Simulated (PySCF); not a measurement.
**Spinor energies of I (iodine, neutral)**

Start: [Kr] 4d10 5s2 5p5; 5p1/2 filled at m_j = -1/2, +1/2; 5p3/2 filled at m_j = -1/2, +1/2, +3/2. Calculated with PySCF 2.14 in x2c-TZVPall-2c with one added diffuse shell each of s, p, d, f type (9s10p6d3f, 90 functions): generalised Hartree-Fock with the X2C-1e Hamiltonian and a Gaussian nucleus; one run each with spin-orbit coupling (SO) switched off, then screened by Boettger's factors. This is a chosen level, not necessarily the ground level.

```csv
spinor shell,electrons,"ε, spin-free (eV)","ε, screened SO (eV)",weight of nominal j (screened SO),"rms radius, screened SO (bohr)"
1s1/2,2,-33334.2,-33330.3,1.000,0.0311
2s1/2,2,-5250.0,-5248.9,1.000,0.127
2p1/2,2,-4705.1,-4912.8,1.000,0.109
3s1/2,2,-1102.4,-1102.0,1.000,0.334
3p1/2,2,-921.59,-961.73,1.000,0.327
3p3/2,4,-921.59,-903.21,1.000,0.338
3d3/2,4,-651.26,-658.22,1.000,0.311
3d5/2,6,-651.26,-646.16,1.000,0.314
4s1/2,2,-211.14,-210.96,1.000,0.787
4p1/2,2,-151.92,-159.77,1.000,0.826
4p3/2,4,-151.92,-148.18,1.000,0.855
4d3/2,4,-62.755,-63.751,0.998,0.988
4d5/2,6,-62.755,-61.858,0.999,0.999
5s1/2,2,-23.922,-23.863,1.000,2.15
5p1/2,2,-10.993,-11.778,0.907,2.59
5p3/2,3,-10.993,-10.557,0.938,2.71
```

Where does 2p3/2 lie, and what is the 2p spin-orbit splitting (screened SO)?

At -4611.3 eV, 301.44 eV above 2p1/2.

```tsv
quantity	spin-free	screened SO
E (hartree)	-7111.65292	-7113.79936
M_J	3/2	3/2
⟨J²⟩	3.765	3.765
⟨L²⟩	2.011	2.039
⟨S²⟩	0.754	0.781
```

Each row is a mean over spinors that exchange with the open shell spreads, by up to 2.391 eV (5s1/2).

Breit and QED terms are absent; they matter most for the inner s and p1/2 levels.

Densities and radii are taken from the X2C orbitals without a picture-change correction, which distorts them close to the nucleus.

Without spin-orbit coupling the j labels of p, d and f shells carry no meaning; the spin-free column gives the mean over the occupied spinors of each nl shell.
